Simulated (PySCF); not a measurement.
Values are calculated unless marked as measured or tabulated.
## AlSiH4O6(-)

The system: AlSiH4O6(-), a molecule drawn as a unit of a network glass or zeolite (built as: Al Si, OH ends, O bridges); charge -1, singlet. The structure, one conformer, was relaxed in the gas phase by PBE0-D3(BJ)/def2-SVP. No frequency run checks that it is a minimum.

SMILES: [OH][Al-]1([OH])[O][Si](O)(O)[O]1

Coordinates in Å:
```
O1     -0.987   -1.116   -1.989
Si2    -0.860   -0.092   -0.654
O3     -2.369    0.628   -0.700
O4      0.417    0.938   -0.696
Al5     1.002    0.251    0.910
O6      1.000    1.346    2.269
O7      2.557   -0.546    0.864
O8     -0.475   -0.841    0.755
H9     -0.181   -1.624   -2.110
H10    -2.868    0.279   -1.443
H11     0.174    1.820    2.380
H12     2.677   -1.148    0.128
```

Shieldings: GIAO PBE0/aug-pcSseg-1.  Core levels by delta-SCF with SCAN, aug-pcX-2 on the ionised atom and aug-pcseg-1 elsewhere, spin-free X2C (2p3/2 is the spin-free 2p value less a third of a first-order spin-orbit splitting); from the vacuum level, for chosen atoms.

(1) Give the shieldings and core levels atom by atom.

(2) Which of O1, O4, O6, O7 holds its core electrons tightest, and by how much against the loosest?

(3) By CAM-B3LYP/def2-SVPD (TDDFT singlets, Tamm-Dancoff triplets, ionisation by delta-SCF), where does absorption start, and what does vertical ionisation take?

Answers

(1) 
```csv
atoms,bonded to,σ (ppm),δ (ppm),core level (eV)
O1,1 Si + 1 H,270.7,-,1s 534.68
Si2,4 O,405.8,-,-
O3,1 Si + 1 H,281.4,-,-
O4 O8,1 Al + 1 Si,212.3,-,1s 532.01
Al5,4 O,491.2,-,2p3/2 75.31
O6,1 Al + 1 H,315.0,-,1s 533.10
O7,1 Al + 1 H,314.3,-,1s 533.19
H9,1 O,31.03,-,-
H10,1 O,30.68,-,-
H11,1 O,32.46,-,-
H12,1 O,32.76,-,-
```

Values are those of this one static structure; atoms that internal rotation interchanges would show their mean in an NMR spectrum.

(2) O1 (bonded to 1 Si + 1 H), by 2.66 eV over O4 (bonded to 1 Al + 1 Si).

(3) The first singlet with intensity lies at 6.23 eV (f 0.033); what lies below it is dark. The lowest singlet lies at 5.97 eV (f 0.001), the strongest of the first 6 at 6.85 eV (f 0.058), the lowest triplet at 5.84 eV; vertical ionisation takes 5.91 eV.

Excited states of gas-phase anions may lie above the detachment limit and hang on the basis.
